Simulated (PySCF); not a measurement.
# 4-bromoaniline, C₆H₆BrN

Molfile (atoms numbered from 1):
```
C6H6BrN
     RDKit          3D

 14 14  0  0  0  0  0  0  0  0999 V2000
   -2.6944    0.1803    0.1268 N   0  0  0  0  0  0  0  0  0  0  0  0
   -1.3272    0.0336    0.0464 C   0  0  0  0  0  0  0  0  0  0  0  0
   -0.7539   -1.1420   -0.4689 C   0  0  0  0  0  0  0  0  0  0  0  0
    0.6251   -1.3107   -0.5075 C   0  0  0  0  0  0  0  0  0  0  0  0
    1.4636   -0.3048   -0.0308 C   0  0  0  0  0  0  0  0  0  0  0  0
    3.3387   -0.5308   -0.0845 Br  0  0  0  0  0  0  0  0  0  0  0  0
    0.9174    0.8692    0.4839 C   0  0  0  0  0  0  0  0  0  0  0  0
   -0.4620    1.0348    0.5211 C   0  0  0  0  0  0  0  0  0  0  0  0
   -3.2543   -0.4075   -0.4753 H   0  0  0  0  0  0  0  0  0  0  0  0
   -3.0493    1.1220    0.2207 H   0  0  0  0  0  0  0  0  0  0  0  0
   -1.4022   -1.9391   -0.8426 H   0  0  0  0  0  0  0  0  0  0  0  0
    1.0512   -2.2303   -0.9125 H   0  0  0  0  0  0  0  0  0  0  0  0
    1.5723    1.6590    0.8563 H   0  0  0  0  0  0  0  0  0  0  0  0
   -0.8800    1.9586    0.9300 H   0  0  0  0  0  0  0  0  0  0  0  0
  1  2  1  0
  2  3  1  0
  3  4  2  0
  4  5  1  0
  5  6  1  0
  5  7  2  0
  7  8  1  0
  8  2  2  0
  1  9  1  0
  1 10  1  0
  3 11  1  0
  4 12  1  0
  7 13  1  0
  8 14  1  0
M  END
```

Method used: quadratic response CAM-B3LYP/aug-cc-pVDZ first hyperpolarisability, Taylor convention, gas phase in PySCF 2.14.0. Geometry: PBE0-D3(BJ)/def2-SVP.

The calculation is non-relativistic, which matters for the atoms heavier than Zn.

**Question.** Give the tensor of the static β(0;0,0) in the axes of these coordinates.

**Answer.** In au, Taylor convention; rows are the first index (the induced dipole):
|  | xx | yy | zz | xy | xz | yz |
| --- | --- | --- | --- | --- | --- | --- |
| x | -269.5 | +12.3 | -2.3 | +36.4 | +12.6 | +10.0 |
| y | +36.4 | -10.6 | +1.3 | +12.3 | +10.0 | -0.5 |
| z | +12.6 | -0.5 | +4.9 | +10.0 | -2.3 | +1.3 |

Norm of βᵢ = ⅓ Σⱼ (βᵢⱼⱼ + βⱼᵢⱼ + βⱼⱼᵢ): 261.4 au, hyper-Rayleigh value 112.5 au.
